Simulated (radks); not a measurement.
Q: These are the eigenvalues of the occupied orbitals of an atom or ion with whole-number occupations (hartree). Calculated with a radial shooting solver on a logarithmic mesh with Libxc functionals: non-relativistic Kohn-Sham, SOGGA, spin-unpolarised, spherical densities, point nucleus.

1s: -177.8797
2s: -19.87398
2p: -16.66925
3s: -2.61404
3p: -1.76222
3d: -0.46296
4s: -0.31175
4d: -0.02462

Which element is it, and in what charge state? The configuration may be excited.

A: Z = 22, titanium, charge 0: Ti in [Ar] 3d1 4s2 4d1. The list shows which subshells hold electrons but not how many an open one holds; the 1s level, -177.88 hartree, gives Z - s = 18.9 by -(Z - s)^2/2, which with screening narrows Z to a few neighbours, and the depths of the outer levels then fix element, charge and occupations together.
